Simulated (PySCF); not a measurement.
Bond curve of ZnF⁺

Set-up: Zn def2-TZVPPD, F def2-TZVPPD; no relativity (PySCF 2.14). Energies in eV from Zn⁺ + F in their ground configurations at the same level. All curves are PBE0. state 1: ¹Σ⁺ (singlet), closed shell; state 2: ³Π (triplet), unpaired electrons σ ↑, π ↑, a second solution, started from another occupation.

| R (Å) | state 1 | state 2 |
| --- | --- | --- |
| 1.475 | -1.487 | 3.4506 |
| 1.544 | -2.208 | 2.4428 |
| 1.612 | -2.595 | 1.7225 |
| 1.664 | -2.728 | 1.3138 |
| 1.715 | -2.763 | 0.9890 |
| 1.766 | -2.725 | 0.7283 |
| 1.835 | -2.591 | 0.4589 |
| 1.921 | -2.336 | 0.2169 |
| 2.024 | -1.957 | 0.0259 |
| 2.161 | -1.407 | -0.1168 |

Put a parabola through the three lowest points of the state 1 curve and estimate Re, k and ωe (reduced mass 14.65 u; 1 eV/Å² = 0.16022 mdyn/Å; ωe = 1302.8·√(k/μ) cm⁻¹).

Through R = 1.664, 1.715, 1.766 Å the second-order coefficient is 14.0 eV/Å², so Re ≈ 1.714 Å, k ≈ 4.50 mdyn/Å and ωe ≈ 722 cm⁻¹. A polynomial fit of higher order to the unrounded PBE0 energies gives Re = 1.711 Å, k = 4.52 mdyn/Å, ωe = 724 cm⁻¹; anharmonicity and rounding make the difference.

The higher-order fit for each curve: state 1: Re = 1.711 Å, ωe = 724 cm⁻¹, De = 2.76 eV; state 2: Re = 2.472 Å, ωe = 138 cm⁻¹, minimum 0.203 eV below the ground-state fragments.

For an ion De counts to the pair picked by the measured ionisation energies or electron affinities, which need not be the lowest pair at this level.
